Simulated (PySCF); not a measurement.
Si(H)(SeH)3 (H4Se3Si), SMILES [SeH][SiH]([SeH])[SeH]. Atoms are numbered in the order given.

```xyz
8

Si     0.0341     0.6297    -0.1575
Se    -0.6377    -0.5510    -2.0097
Se    -1.3916     0.5525     1.6365
Se     2.0272    -0.2986     0.4975
H      0.1269     2.0803    -0.4731
H     -1.7169     0.4069    -2.3310
H     -1.4067    -0.9234     1.6499
H      2.5903    -0.2805    -0.8695
```

Geometry: B3LYP-D3(BJ)/def2-SVP. Other conformers were not sampled.

Calculation: PySCF with r2SCAN/def2-TZVP.

ESP charges are fitted to the potential on shells at 1.4 to 2.0 van der Waals radii. Atomic charges (e):

```json
[
 {"atom": "Si1", "Löwdin": "-0.41", "IAO": "0.55", "ESP fit": "-0.05", "Mulliken": "0.32"},
 {"atom": "Se2", "Löwdin": "0.08", "IAO": "-0.23", "ESP fit": "-0.20", "Mulliken": "-0.24"},
 {"atom": "Se3", "Löwdin": "0.10", "IAO": "-0.22", "ESP fit": "-0.13", "Mulliken": "-0.24"},
 {"atom": "Se4", "Löwdin": "0.09", "IAO": "-0.22", "ESP fit": "-0.16", "Mulliken": "-0.24"},
 {"atom": "H5", "Löwdin": "-0.03", "IAO": "-0.11", "ESP fit": "0.06", "Mulliken": "-0.01"},
 {"atom": "H6", "Löwdin": "0.06", "IAO": "0.07", "ESP fit": "0.16", "Mulliken": "0.13"},
 {"atom": "H7", "Löwdin": "0.06", "IAO": "0.08", "ESP fit": "0.15", "Mulliken": "0.14"},
 {"atom": "H8", "Löwdin": "0.06", "IAO": "0.07", "ESP fit": "0.17", "Mulliken": "0.13"}
]
```

Computed Mayer and Wiberg (Löwdin basis) orders of the bonds:
```
bond     Mayer  Wiberg
-------  -----  ------
Si1–Se2   1.14    1.59
Si1–Se3   1.15    1.60
Si1–Se4   1.14    1.59
Si1–H5    0.90    0.91
Se2–H6    0.94    1.01
Se3–H7    0.94    1.01
Se4–H8    0.94    1.01
```
